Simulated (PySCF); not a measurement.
One of the candidates below gave these computed data.

All candidates are C3H15NSi3.

- Dipole: 1.44 D [PBE0/pcSseg-1]
- NMR, other nuclei: isotropic shieldings of nuclei other than C and H, by class: 250 (1 N), 362 (1 Si), 472 (2 Si) ppm [GIAO PBE0/pcSseg-1]
- Rotational structure: rotational constants A, B, C: 1.227, 1.170, 0.902 GHz [GFN2-xTB]
- 13C NMR: chemical shifts (computed TMS as zero) by class: 42.2 (2 C), 1.7 (1 C) ppm [GIAO PBE0/pcSseg-1]
- 1H NMR: chemical shifts (computed TMS as zero) by class: 3.38 (6 H), 2.49 (6 H), 0.53 (3 H) ppm [GIAO PBE0/pcSseg-1]

Gas-phase values; electronic properties from PySCF, density fitting. Levels stand in brackets. The structure is a single GFN2-xTB conformer in the gas phase; no vibrational or solvent corrections. NMR classes are plain means over equivalent atoms (diastereotopic ones count apart unless rotation or inversion swaps them), as if these changed places fast.

Problem. Which candidate is it?
A. `CNC[Si@@H]([SiH3])[SiH2]C`
B. `CN(C)[Si](C)([SiH3])[SiH3]`
C. `CN(C)[SiH2][Si@H](C)[SiH3]`

Solution. B. It is `CN(C)[Si](C)([SiH3])[SiH3]`. Numbering: `[CH3:1][N:2]([CH3:3])[Si:4]([CH3:5])([SiH3:6])[SiH3:7]`. Its formula, C3H15NSi3, gives 0 degrees of unsaturation, so no ring and no π bond. 3 carbons fall into 2 classes; from least to most shielded: N-methyl carbon [C1/C3] (42.2 ppm, 2 C, up to 3.2 ppm apart in this geometry), Si-methyl carbon [C5] (1.7 ppm). Hydrogen classes from least to most shielded: 6 H on 2 SiH3 silicons, Si6/Si7 (3.38 ppm, a mean of values up to 0.6 ppm apart in this geometry), 6 H on 2 N-methyl carbons, C1/C3 (2.49 ppm, a mean of values up to 0.5 ppm apart in this geometry), 3 H on an Si-methyl carbon, C5 (0.53 ppm, a mean of values up to 0.6 ppm apart in this geometry). The other shieldings belong to: 250 ppm, silicon-bound nitrogen [N2]; 362 ppm, four-coordinate silicon [Si4]; 472 ppm, SiH3 silicon [Si6/Si7]. The optimised geometry has point group C1 and is an asymmetric top.

The others, at the same levels:
- `CN(C)[SiH2][Si@H](C)[SiH3]` fails: its computed 13C shifts are 43.6 (2 C), -8.6 (1 C) ppm, 1H shifts are 5.01 (1 H), 4.81 (1 H), 4.14 (1 H), 3.39 (3 H), 2.66 (6 H), 0.30 (3 H) ppm and rotational constant A is 2.714 GHz (against 1.227 GHz).
- `CNC[Si@@H]([SiH3])[SiH2]C` fails: it has 3 carbon classes against 2; its computed 13C shifts are 44.4 (1 C), 39.3 (1 C), -10.3 (1 C) ppm, 1H shifts are 4.18 (1 H), 3.91 (1 H), 3.86 (1 H), 3.44 (3 H), 2.68 (3 H), 2.56 (1 H), 1.94 (1 H), 0.17 (3 H), -0.02 (1 H) ppm and rotational constant A is 1.357 GHz (against 1.227 GHz).

Each candidate is one conformer, not necessarily the lowest. The conformers computed, where there is a choice (atom-mapped SMILES and torsion angles):
- `[CH3:1][N:2]([CH3:3])[Si:4]([CH3:5])([SiH3:6])[SiH3:7]`: C1–N2–Si4–C5 -169°
- `[CH3:1][N:2]([CH3:3])[SiH2:4][Si@H:5]([CH3:6])[SiH3:7]`: C1–N2–Si4–Si5 164°, N2–Si4–Si5–C6 -51°
- `[CH3:1][NH:2][CH2:3][Si@@H:4]([SiH3:5])[SiH2:6][CH3:7]`: C1–N2–C3–Si4 177°, N2–C3–Si4–Si5 -166°, C3–Si4–Si6–C7 -58°
